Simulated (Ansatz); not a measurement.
Isolated molecules relaxed with PBE0-D4/def2-TZVP in Ansatz; ΔE leaves out vibrations. CCSD(T)/CBS is the MP2 limit (def2-TZVPP, def2-QZVPP) plus CCSD(T) − MP2 in def2-TZVPP, frozen cores. Functionals use def2-TZVPP. One conformer a species, not always the lowest.

Consider the isomerisation: `CN[SiH](C)S` → `CNC([SiH3])S`.

`CN[SiH](C)S`:

```xyz
14

C    -0.413   -0.776   -1.836
N    -0.802   -0.792   -0.443
Si   -0.322    0.333    0.753
C     1.452    0.820    0.470
S    -0.647   -0.706    2.602
H    -1.100   -0.207   -2.475
H    -0.345   -1.792   -2.234
H     0.577   -0.327   -1.939
H    -1.649   -1.308   -0.265
H    -1.136    1.584    0.851
H     1.794    1.444    1.299
H     2.099   -0.059    0.414
H     1.568    1.400   -0.451
H    -1.077    0.386    3.253
```

`CNC([SiH3])S`:

```xyz
14

C    -1.776    0.117   -0.675
N    -0.953    0.181    0.516
C     0.419    0.568    0.246
Si    1.471   -0.881   -0.377
S     1.218    1.232    1.726
H    -1.780    1.051   -1.261
H    -2.803   -0.117   -0.391
H    -1.425   -0.684   -1.331
H    -1.349    0.834    1.183
H     0.498    1.410   -0.466
H     2.785   -0.367   -0.838
H     1.655   -1.834    0.748
H     0.817   -1.594   -1.510
H     1.225    0.086    2.430
```

| level | ΔE (kJ/mol) |
| --- | --- |
| r2SCAN | 245.9 |
| HF/CBS(def2) | 252.1 |

(1) What does CCSD(T)/CBS give? (Estimate.)

Largest T1 diagnostic among the species: 0.011.

Answers

(1) Ansatz gave: +241.1 kJ/mol. The listed levels differ from it by 4.8, 11.0 kJ/mol.

From PBE to PBE0 (25 % exact exchange), in def2-TZVPP and without D4, ΔE moves by +8.1 kJ/mol. In def2-TZVPP, CCSD(T) changes the Hartree–Fock value by −14.4 kJ/mol (the triples alone add −3.6 kJ/mol) and MP2 by −7.4 kJ/mol.
